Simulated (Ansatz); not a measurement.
The cluster Au₂Cl₂, relaxed as a singlet with RKS PBE0-D4/def2-SVP in Ansatz, starting from the GFN2-xTB geometry. Force threshold 0.02 eV/Å.

In the def2 sets Au takes a core potential; there is no spin–orbit coupling. The structure comes from a short search, and lower isomers may exist.

Start:

```xyz
4

Au   -0.228   -1.227   -0.887
Au    0.222    1.223    0.893
Cl    1.792   -0.638    0.426
Cl   -1.786    0.642   -0.432
```

| step | energy (eV) | largest force component (eV/Å) | SCF passes |
| --- | --- | --- | --- |
| 1 | -32417.3108 | 0.540 | 26 |
| 2 | -32417.3850 | 0.122 | 31 |
| 3 (rejected) | -32417.3786 | 0.310 | 31 |
| 4 | -32417.3911 | 0.013 | 31 |

Force components are those of the run's own axes.

End:

```tsv
atom	x (Å)	y (Å)	z (Å)
Au1	-0.205	-1.115	-0.810
Au2	0.205	1.115	0.810
Cl3	1.933	-0.692	0.464
Cl4	-1.933	0.692	-0.464
```

By distances, no bond broke or formed. The bond that changes most is Au2–Cl4, from 2.47 to 2.52 Å (atoms count from 1).

No frequencies were taken in this run, so the end may be a saddle point.

It took 7 s on 4 threads of Arm Neoverse V2 on a shared host.
